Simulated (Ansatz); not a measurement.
A nudged elastic band was laid between two geometries of CH7AlGe (10 atoms, charge 0, multiplicity 1).

Theory: RKS PBE0-D4/def2-SVP in Ansatz.

```json
{
  "movable images": "7",
  "climbing image": "yes",
  "spring": "5.0 eV/Å²",
  "optimiser": "quadratic models (default)",
  "start path": "IDPP",
  "force threshold": "0.03 eV/Å",
  "iteration limit": "60",
  "end points": "relaxed"
}
```

First end point:

```xyz
10
Properties=species:S:1:pos:R:3
Al -1.452 0.300 -1.065
C 0.453 0.236 -0.644
Ge 0.841 -0.376 1.177
H -2.177 -0.981 -1.670
H -2.288 1.623 -0.774
H 0.910 1.235 -0.744
H 0.981 -0.452 -1.325
H 0.272 -1.793 1.397
H 0.184 0.567 2.208
H 2.359 -0.410 1.443
```

Last end point:

```xyz
10
Properties=species:S:1:pos:R:3
Al -1.219 1.006 -0.923
C 0.304 -0.197 -0.728
Ge 0.751 -0.649 1.126
H -2.688 0.413 -1.081
H -0.998 2.582 -0.900
H 1.213 0.254 -1.165
H 0.115 -1.153 -1.246
H 1.958 -1.607 1.187
H -0.450 -1.329 1.817
H 1.098 0.628 1.919
```

Question: Which bonds break or form, and what moves?

Answer: No bond is made or broken. The dihedral Al1–C2–Ge3–H8 goes from 59 to 180°. The two ends are copies of one structure, up to a mirror image or an exchange of like atoms.

Question: Give the energies along the band, and the barrier.

Answer: The run converged. The highest image is number 4 of 0 to 8, 0.018 eV above the ends, which have the same energy within 2 meV. A vibrational analysis at the climbing image gives no mode beyond 40i cm⁻¹: the surface is too flat there to confirm a saddle point.

```
image  path coordinate (Å)  energy (eV)  dihedral Al1–C2–Ge3–H8 (°)
    0                 0.00        0.000                          59
    1                 0.57        0.003                          74
    2                 1.14        0.011                          89
    3                 1.71        0.017                         103
    4                 2.29        0.018                         118
    5                 2.86        0.017                         133
    6                 3.43        0.011                         149
    7                 4.00        0.004                         164
    8                 4.57        0.000                         180
```

Question: What is the geometry of the highest image?

Answer: 
```xyz
10
Properties=species:S:1:pos:R:3:forces:R:3
Al -1.299 0.725 -0.902 0.00 0.00 0.00
C 0.474 -0.081 -0.806 0.01 -0.01 0.02
Ge 0.746 -0.513 1.094 0.00 0.00 -0.02
H -2.579 -0.201 -1.098 0.00 0.00 0.00
H -1.465 2.293 -0.686 0.00 0.00 0.00
H 1.280 0.602 -1.117 0.00 0.00 0.00
H 0.562 -1.015 -1.382 0.00 0.00 0.00
H 0.919 -2.027 1.311 0.00 0.00 0.00
H -0.505 -0.078 1.908 0.00 0.00 0.00
H 1.950 0.245 1.681 0.00 0.00 0.00
```

The run took 54 s on 2 threads of AMD EPYC 9R45 96-Core Processor (Zen 5), on a shared host, peak memory 0.24 GiB.
